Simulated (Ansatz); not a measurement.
`[SH][AlH][Br]` + HBr → `[Br][AlH][Br]` + H₂S at 500 K and 1 bar (ligand exchange at the Al–S bond).

Gas-phase electronic energies from Ansatz, PBE0-D4/def2-TZVP geometries. CBS: MP2 limit from def2 TZ/QZ plus the TZ coupled-cluster correction, frozen cores. This one scheme is used for every species. For Br outer-core shells are correlated without core-valence functions, which leaves a few kJ/mol of doubt a bond. Scalar relativity is left out up to krypton. One conformer a species, not always the lowest.

| species | CCSD(T)/CBS energy (Eh) | H − E (kJ/mol) | S (J/(mol·K)) |
| --- | --- | --- | --- |
| `[SH][AlH][Br]` | -3214.41891 | 78.2 | 356.7 |
| HBr | -2573.91920 | 30.5 | 213.7 |
| `[Br][AlH][Br]` | -5389.38299 | 52.1 | 346.8 |
| H₂S | -398.97279 | 57.0 | 224.0 |

H − E and S are ideal-gas, rigid-rotor, harmonic terms from PBE0-D4/def2-TZVP, for one conformer and one mirror image of each species. 1 Eh = 2625.50 kJ/mol, R = 8.31446 J/(mol·K).

Task: By hand: ΔE, ΔH, ΔS and ΔG.

Result: ΔE = (-5389.38299) + (-398.97279) − (-3214.41891) − (-2573.91920) = -0.01767 Eh = -46.4 kJ/mol. Δ(H − E) = 52.1 + 57.0 − 78.2 − 30.5 = 0.4, so ΔH = -46.0 kJ/mol. ΔS = 346.8 + 224.0 − 356.7 − 213.7 = 0.4 J/(mol·K). ΔG = -46.0 − 500 × (0.4)/1000 = -46.2 kJ/mol.

Task: By hand: the equilibrium constant, and the temperature at which ΔG would vanish if ΔH and ΔS stayed fixed.

Result: log₁₀ K = −ΔG/(RT ln 10) = 4.8. ΔH and −TΔS have one sign here, so there is no such temperature.

The number of gas molecules stays the same, so ΔS is small and ΔH decides. A doubt of 5 kJ/mol in ΔE shifts log₁₀ K by 0.5 here. Other conformers and mirror images would add mixing entropy, several J/(mol·K) or more a flexible species. These are equilibria of isolated gas molecules and say nothing of rates. Largest T1 diagnostic: 0.009 (customary marks: 0.02 for closed shells, 0.045 for open ones).

ΔS is within the doubt of such terms, so its sign, and with it that verdict, could turn.
